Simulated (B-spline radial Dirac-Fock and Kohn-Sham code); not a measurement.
**What relativity does to the binding energies of Sc¹³⁺**

System: the Sc¹³⁺ ion in the configuration [He] 2s2 2p4.

Both columns are ΔSCF binding energies of the configuration average from an atomic code on a B-spline grid: non-relativistic Hartree-Fock with a point nucleus, and Dirac-Fock with a finite nucleus and the Coulomb interaction alone, averaged over the two j levels with weights 2j+1.

| shell | Hartree-Fock (eV) | Dirac-Fock (eV) | shift (eV) | shift (%) |
| --- | --- | --- | --- | --- |
| 1s | 4976.1 | 5004.2 | +28.17 | +0.57 |
| 2s | 908.5 | 915.0 | +6.46 | +0.71 |
| 2p | 838.0 | 839.7 | +1.62 | +0.19 |

Relativity binds 1s, 2s, 2p more strongly, among those listed most of all 2s in relative terms.

Values without a named source are computed, but for edge energies of neutral atoms, which are taken from tables.
